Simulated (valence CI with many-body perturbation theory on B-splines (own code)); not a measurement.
Values are calculated unless marked as measured or tabulated.
# Ta LXI: magnetic and hyperfine properties of the levels

Method: configuration interaction combined with many-body perturbation theory (CI+MBPT): three valence electrons over a frozen Dirac-Fock core [Ne], radial functions for each j: 11 s, 11 p, 10 d, 8 f, 5 g, 2 h, with the one-electron correlation potential Σ1 (screened to all orders), the two-electron term Σ2, the three-electron term Σ3, Breit, model QED; selected single and double excitations, second order for the rest, scaled by the run's own slope (own B-spline code, finite nucleus).

The last digits are not significant, and no measured levels were compared; by estimate large intervals hold to a few tenths of a per cent, small ones and those within an open d or f shell to about a per cent.

A/g_I is the dipole constant over the nuclear g factor μ/I (μ in nuclear magnetons, uniformly magnetised nucleus), B/Q the quadrupole constant per barn. Both hold the static response of the core; the bare values leave it out. Large factors of s and p1/2 electrons are usually good to 5 to 10 %; those of open d and f shells near neutrality can be off by tens of per cent, and small factors of p3/2, d and f electrons come from cancelling terms and can be off by a factor of two or in sign, in half-filled shells by more. B is blank for J = 1/2, where it vanishes, and for nearly pure S terms. Energies count from the lowest level.

Levels are named by their leading jj configuration (3d3/2^4 stands for four electrons in 3d with j = 3/2), which in mixed levels can hold well under half, so a name can repeat and another be missing. Letters in brackets count levels of one name in rising energy.

```
                     Level  E (eV)      g  A/g_I (MHz)  A/g_I bare  B/Q (MHz/b)  B/Q bare
        (3s^2 3p1/2) J=1/2     0.0  0.648      1800000     1760000                       
        (3s 3p1/2^2) J=1/2   163.8  2.112      5390000     5280000                       
        (3s^2 3p3/2) J=3/2   340.7  1.321       211000      210000       416000    411000
(3s 3p1/2 3p3/2) J=3/2 [a]   474.8  1.629      1230000     1210000       338000    334000
    (3s 3p1/2 3p3/2) J=5/2   492.6  1.336      1550000     1520000       336000    332000
(3s 3p1/2 3p3/2) J=3/2 [b]   513.5  0.967       140000      141000       208000    206000
    (3s 3p1/2 3p3/2) J=1/2   523.3  1.260     -1990000    -1940000                       
        (3s^2 3d3/2) J=3/2   570.4  0.827        49800       53800        93500     94800
        (3s^2 3d5/2) J=5/2   638.9  1.196        77100       79300        79400     81700
     (3p1/2^2 3p3/2) J=3/2   674.2  1.071        61600       65700       275000    273000
(3s 3p1/2 3d3/2) J=3/2 [a]   687.5  0.713      -219000     -211000       165000    165000
    (3s 3p1/2 3d3/2) J=5/2   699.7  1.021      1480000     1460000        30900     33400
    (3s 3p1/2 3d3/2) J=1/2   725.7  0.397     -2210000    -2160000                       
(3s 3p1/2 3d3/2) J=3/2 [b]   732.1  1.283      1340000     1320000        73200     73000
(3s 3p1/2 3d5/2) J=5/2 [a]   777.0  1.349       514000      508000        80300     82300
    (3s 3p1/2 3d5/2) J=7/2   790.8  1.237      1060000     1040000        22000     25100
(3s 3p1/2 3d5/2) J=5/2 [b]   800.9  1.036         5390        9590        93600     94900
    (3s 3p1/2 3d5/2) J=3/2   805.8  1.109     -1210000    -1180000        43800     45300
        (3s 3p3/2^2) J=5/2   827.6  1.428      1260000     1240000        93200     92000
        (3s 3p3/2^2) J=1/2   864.2  1.921      5460000     5350000                       
        (3s 3p3/2^2) J=3/2   870.7  1.185      -820000     -797000       -64000    -63100
     (3p1/2^2 3d3/2) J=3/2   883.5  0.780       101000      102000        68400     70500
     (3p1/2^2 3d5/2) J=5/2   974.8  1.191        38200       43500        63000     65500
     (3p1/2 3p3/2^2) J=5/2  1008.3  1.171       702000      692000        36800     36600
     (3p1/2 3p3/2^2) J=3/2  1013.0  1.419       -15600       -6720        15900     15700
     (3p1/2 3p3/2^2) J=1/2  1029.7  0.734      2200000     2150000                       
(3s 3p3/2 3d3/2) J=3/2 [a]  1040.8  1.287       611000      604000        -2600     -4260
(3s 3p3/2 3d3/2) J=1/2 [a]  1042.6  2.147      2080000     2050000                       
(3s 3p3/2 3d3/2) J=5/2 [a]  1044.7  1.221       567000      561000       166000    164000
    (3s 3p3/2 3d3/2) J=7/2  1047.6  1.230       896000      882000       438000    435000
(3s 3p3/2 3d3/2) J=3/2 [b]  1074.9  0.984       235000      235000      -220000   -217000
(3s 3p3/2 3d3/2) J=5/2 [b]  1087.9  0.960      -186000     -177000       257000    256000
(3s 3p3/2 3d3/2) J=1/2 [b]  1093.2  0.609      1060000     1040000                       
    (3s 3p3/2 3d5/2) J=9/2  1097.8  1.321       700000      690000       510000    506000
(3s 3p3/2 3d5/2) J=5/2 [a]  1120.2  1.339      1060000     1040000      -224000   -220000
(3s 3p3/2 3d5/2) J=7/2 [a]  1129.0  1.237       421000      417000       283000    282000
(3s 3p3/2 3d5/2) J=3/2 [a]  1132.1  1.148      -468000     -452000      -226000   -223000
(3s 3p3/2 3d5/2) J=7/2 [b]  1147.8  1.196       -26900      -21300       252000    252000
    (3s 3p3/2 3d5/2) J=1/2  1157.1  0.711     -1620000    -1590000                       
(3s 3p3/2 3d5/2) J=3/2 [b]  1167.6  1.300      1270000     1250000       129000    129000
```

(1) Take the isotope of mass number 181, with I = 7/2, μ = 2.365 μN and Q = 3.17 b. What is the hyperfine structure of (3s 3p1/2 3p3/2) J=1/2?

Answers

(1) From the table A = -1340000 MHz. Shifts from the centre of gravity in MHz: F = 3: 3020000, F = 4: -2340000.
